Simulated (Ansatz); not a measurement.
Species: C$_{6}$H$_{6}$N (charge 0, doublet). It need not be the lowest isomer of its formula. SMILES: N#CC1[CH]CCC=1
Structure (B3LYP-D3(BJ)/def2-TZVP (Ansatz, a first-principles code) minimum search):
```
C
C 1 1.3902
H 2 1.0788 1 125.15
C 1 1.3902 2 111.63 3 -180.00
H 4 1.0788 1 125.15 2 -180.00
C 1 1.4273 2 124.19 3 0.00
N 6 1.1517 4 152.49 5 0.00
C 2 1.4988 3 125.06 1 -180.00
H 8 1.0944 2 111.37 3 59.00
H 8 1.0944 9 105.93 2 121.23
C 4 1.4988 5 125.06 1 -180.00
H 11 1.0944 4 111.37 5 -59.00
H 11 1.0944 12 105.93 4 -121.23
```
Charge 0, spin multiplicity 2.

Parts of the frozen-core correlation energy in STO-3G (Ansatz, hartree). Frozen orbitals: 7; correlated occupied orbitals by spin: 18 and 17; virtual: 16 and 17. Open shells are spin-unrestricted. No spin-orbit coupling. Non-relativistic.

```tsv
term	value
reference (HF)	-281.62742
MP2 opposite-spin	-0.27820
MP2 same-spin	-0.06610
CCSD correlation	-0.44939
(T)	-0.00642
T1 diagnostic	0.038
largest doubles amplitude	0.137
<S^2> of the reference	1.302
```
